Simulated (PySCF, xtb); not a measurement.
C₂H₉N₃Si, SMILES N[SiH](/N=C/C)N. Other conformers were not sampled.

Harmonic wavenumbers (cm⁻¹) from GFN2-xTB in xtb at its own minimum, in rising order: 65, 105, 123, 138, 162, 166, 217, 283, 300, 410, 521, 573, 641, 693, 744, 800, 807, 836, 868, 932, 1015, 1025, 1114, 1343, 1379, 1460, 1461, 1523, 1537, 1776, 2238, 2796, 3006, 3017, 3059, 3469, 3487, 3504, 3526.

Q: What does PySCF 2.14.0 with PBE-D3(BJ)/def2-SVP give at its own minimum? (An estimate is asked for; the answer gives what the named calculation found.)

A: 69, 117, 138, 176, 194, 237, 294, 328, 349, 390, 401, 436, 691, 719, 772, 795, 812, 863, 866, 930, 948, 1052, 1094, 1308, 1349, 1383, 1396, 1477, 1482, 1714, 2078, 2812, 2958, 3033, 3093, 3486, 3502, 3589, 3604. Paired by order, the mean absolute difference is 44 cm⁻¹ and the zero-point energies are 73.1 and 72.8 kcal/mol.
